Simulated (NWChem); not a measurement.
System: C3H5ClSi; SMILES C#CC[SiH2]Cl

NWChem input:

```
start job
memory heap 200 mb stack 900 mb global 1100 mb
geometry units angstroms noautosym nocenter noautoz
  C      1.049102    -2.632850    -0.310339
  C      0.168267    -1.921480     0.110557
  C     -0.883317    -1.031011     0.583056
  Si    -0.883288     0.649670    -0.301774
  Cl     0.821779     1.733988     0.187677
  H      1.827362    -3.266513    -0.669754
  H     -1.875658    -1.477690     0.417637
  H     -0.798127    -0.858959     1.664693
  H     -2.058456     1.438217     0.147034
  H     -0.909222     0.467988    -1.771004
end
basis spherical
  * library cc-pvtz
end
dft
  xc b3lyp
  iterations 150
  semidirect filesize 400000000
end
property
  efieldgrad
end
task dft property
```

Parts of the log:

```
             Northwest Computational Chemistry Package (NWChem) 7.3.0
             --------------------------------------------------------

                             Geometry "geometry" -> ""
                             -------------------------

 Output coordinates in angstroms (scale by  1.889725989 to convert to a.u.)

  No.       Tag          Charge          X              Y              Z
 ---- ---------------- ---------- -------------- -------------- --------------
    1 C                    6.0000     1.04910200    -2.63285000    -0.31033900
    2 C                    6.0000     0.16826700    -1.92148000     0.11055700
    3 C                    6.0000    -0.88331700    -1.03101100     0.58305600
    4 Si                  14.0000    -0.88328800     0.64967000    -0.30177400
    5 Cl                  17.0000     0.82177900     1.73398800     0.18767700
    6 H                    1.0000     1.82736200    -3.26651300    -0.66975400
    7 H                    1.0000    -1.87565800    -1.47769000     0.41763700
    8 H                    1.0000    -0.79812700    -0.85895900     1.66469300
    9 H                    1.0000    -2.05845600     1.43821700     0.14703400
   10 H                    1.0000    -0.90922200     0.46798800    -1.77100400

 Effective nuclear repulsion energy (a.u.)     244.1316028714

                              NWChem Property Module
                              ----------------------

  itol2e modified to match energy
  convergence criterion.

                                 NWChem DFT Module
                                 -----------------

 Summary of "ao basis" -> "ao basis" (spherical)
 ------------------------------------------------------------------------------
       Tag                 Description            Shells   Functions and Types
 ---------------- ------------------------------  ------  ---------------------
 C                          cc-pvtz                 10       30   4s3p2d1f
 Si                         cc-pvtz                 12       34   5s4p2d1f
 Cl                         cc-pvtz                 12       34   5s4p2d1f
 H                          cc-pvtz                  6       14   3s2p1d

  itol2e modified to match energy
  convergence criterion.

            General Information
            -------------------
          SCF calculation type: DFT
          Wavefunction type:  closed shell.
          No. of atoms     :    10
          No. of electrons :    54
           Alpha electrons :    27
            Beta electrons :    27
          Charge           :     0
          Spin multiplicity:     1
          Use of symmetry is: off; symmetry adaption is: off
          Maximum number of iterations: 150
          AO basis - number of functions:   228
                     number of shells:    84
          Convergence on energy requested:  1.00D-07
          Convergence on density requested:  1.00D-05
          Convergence on gradient requested:  5.00D-04

              XC Information
              --------------
                         B3LYP Method XC Potential
                     Hartree-Fock (Exact) Exchange  0.200
                        Slater Exchange Functional  0.800 local
                    Becke 1988 Exchange Functional  0.720 non-local
              Lee-Yang-Parr Correlation Functional  0.810
                  VWN I RPA Correlation Functional  0.190 local

             Grid Information
             ----------------
          Grid used for XC integration:  fine
          Radial quadrature: Mura-Knowles
          Angular quadrature: Lebedev.
          Tag              B.-S. Rad. Rad. Pts. Rad. Cut. Ang. Pts.
          ---              ---------- --------- --------- ---------
          C                   0.70       70          13.0       590
          Si                  1.10      123          13.0       770
          Cl                  1.00      123          13.0       770
          H                   0.35       60          14.0       590
          Grid pruning is: on
          Number of quadrature shells:   756
          Spatial weights used:  Erf1

[...]

          -----------------------
          Electric field gradient
          -----------------------

 1 a.u. = 0.324123 10**(16) esu/cm**3  ( or statvolts/cm**2 ) = 0.97174 10**(22) v/m**2

 ------------------------------------------------------------
   Atom      X         Y         Z
 ------------------------------------------------------------
    1 C    1.98252  -4.97537  -0.58646
 ------------------------------------------------------------

 Electric field gradient in molecular frame (a.u.)
         XX             YY             ZZ             XY             XZ             YZ
 ------------------------------------------------------------------------------------------
        0.075443       0.021071      -0.096514      -0.184908      -0.116654       0.072268

 Principal components (a.u.) and orientation
 of principal axis w.r.t. absolute frame                      Asymmetry parameter eta
 --------------------------------------------------------------------------------------
        0.283608      -0.162335      -0.121273                       0.144784

        0.723737       0.611599       0.319611
       -0.602399       0.334003       0.724954
       -0.336630       0.717209      -0.610157

 ------------------------------------------------------------
   Atom      X         Y         Z
 ------------------------------------------------------------
    2 C    0.31798  -3.63107   0.20892
 ------------------------------------------------------------

 Electric field gradient in molecular frame (a.u.)
         XX             YY             ZZ             XY             XZ             YZ
 ------------------------------------------------------------------------------------------
        0.100754      -0.006181      -0.094572      -0.191002      -0.111344       0.099800

 Principal components (a.u.) and orientation
 of principal axis w.r.t. absolute frame                      Asymmetry parameter eta
 --------------------------------------------------------------------------------------
        0.301717      -0.162304      -0.139414                       0.075865

        0.739890       0.240509       0.628266
       -0.573151       0.714336       0.401524
       -0.352223      -0.657175       0.666378

 ------------------------------------------------------------
   Atom      X         Y         Z
 ------------------------------------------------------------
    3 C   -1.66923  -1.94833   1.10182
 ------------------------------------------------------------

 Electric field gradient in molecular frame (a.u.)
         XX             YY             ZZ             XY             XZ             YZ
 ------------------------------------------------------------------------------------------
       -0.064792       0.027489       0.037303       0.070696       0.035762      -0.062766

 Principal components (a.u.) and orientation
 of principal axis w.r.t. absolute frame                      Asymmetry parameter eta
 --------------------------------------------------------------------------------------
       -0.127063       0.099314       0.027749                       0.563231

        0.782587       0.178184       0.596496
       -0.505528       0.741078       0.441866
       -0.363317      -0.647344       0.670035

 ------------------------------------------------------------
   Atom      X         Y         Z
 ------------------------------------------------------------
    4 Si  -1.66917   1.22770  -0.57027
 ------------------------------------------------------------

 Electric field gradient in molecular frame (a.u.)
         XX             YY             ZZ             XY             XZ             YZ
 ------------------------------------------------------------------------------------------
       -0.363931       0.031413       0.332518      -0.422502      -0.228965      -0.078916

 Principal components (a.u.) and orientation
 of principal axis w.r.t. absolute frame                      Asymmetry parameter eta
 --------------------------------------------------------------------------------------
       -0.687291       0.413531       0.273760                       0.203364

        0.828800      -0.400899      -0.390347
        0.512006       0.261969       0.818060
        0.225701       0.877868      -0.422382

 ------------------------------------------------------------
   Atom      X         Y         Z
 ------------------------------------------------------------
    5 Cl   1.55294   3.27676   0.35466
 ------------------------------------------------------------

 Electric field gradient in molecular frame (a.u.)
         XX             YY             ZZ             XY             XZ             YZ
 ------------------------------------------------------------------------------------------
       -1.022562       0.162162       0.860401      -1.345612      -0.622318      -0.354704

 Principal components (a.u.) and orientation
 of principal axis w.r.t. absolute frame                      Asymmetry parameter eta
 --------------------------------------------------------------------------------------
       -2.074649       1.079150       0.995499                       0.040320

        0.815500      -0.532386       0.226991
        0.528126       0.524106      -0.668129
        0.236735       0.664739       0.708576

 ------------------------------------------------------------
   Atom      X         Y         Z
 ------------------------------------------------------------
    6 H    3.45321  -6.17281  -1.26565
 ------------------------------------------------------------

 Electric field gradient in molecular frame (a.u.)
         XX             YY             ZZ             XY             XZ             YZ
 ------------------------------------------------------------------------------------------
       -0.097941      -0.009485       0.107427       0.212813       0.120220      -0.099093

[...]
```

Level: B3LYP/cc-pVTZ. Geometry: optimised at B3LYP/6-31G* (spherical d). NWChem prints the field gradient with the sign opposite to the second derivative of the potential.
